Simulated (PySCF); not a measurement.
# Basis and Hamiltonian dependence of the ionisation energy of Ca+

Ca+ [Ar] 4s1 (2S) → Ca(2+) [Ar] (1S). All values are computed (PySCF 2.14, energy differences of UHF-based or UKS calculations, no spin-orbit coupling). Values in eV.

```tsv
basis	Hamiltonian	functions	UHF	r2SCAN	PBE0	CCSD(T) (valence and next inner shell)
x2c-SVPall	spin-free X2C	24	11.308	11.664	n/a	n/a
Sapporo-DKH3-DZP-2012	spin-free X2C	26	11.353	n/a	n/a	n/a
cc-pVDZ-X2C	spin-free X2C	27	11.348	n/a	11.882	n/a
def2-TZVPPD	non-relativistic	36	11.315	11.671	11.865	n/a
aug-cc-pVDZ-X2C	spin-free X2C	36	11.349	11.684	11.884	n/a
x2c-TZVPPall	spin-free X2C	36	11.359	11.715	11.912	11.763
ANO-RCC-VTZP	spin-free X2C	38	11.356	11.710	11.910	11.722
x2c-TZVPPall with one added diffuse shell each of s, p, d type	spin-free X2C	45	11.359	11.716	11.913	11.764
aug-pcseg-3	non-relativistic	65	11.310	n/a	n/a	n/a
def2-QZVPPD	non-relativistic	70	11.314	11.667	11.872	11.785
x2c-QZVPPall with one added diffuse shell each of s, p, d, f type	spin-free X2C	89	11.357	11.707	11.918	11.841
aug-cc-pwCVTZ-X2C with one added diffuse shell each of s, p, d, f type	spin-free X2C	100	11.357	11.718	11.920	11.832
dyall-av3z	spin-free X2C	132	11.358	11.717	11.921	n/a
aug-cc-pwCVQZ-X2C	spin-free X2C	150	11.357	11.712	11.918	n/a
```

Frozen in the all-electron rows: valence: [Ar]; valence and next inner shell: [Ne].

Non-relativistic rows lack the scalar-relativistic shift.

Reference for a calculation without spin-orbit coupling: 11.872 eV (measured, between term centres; NIST).
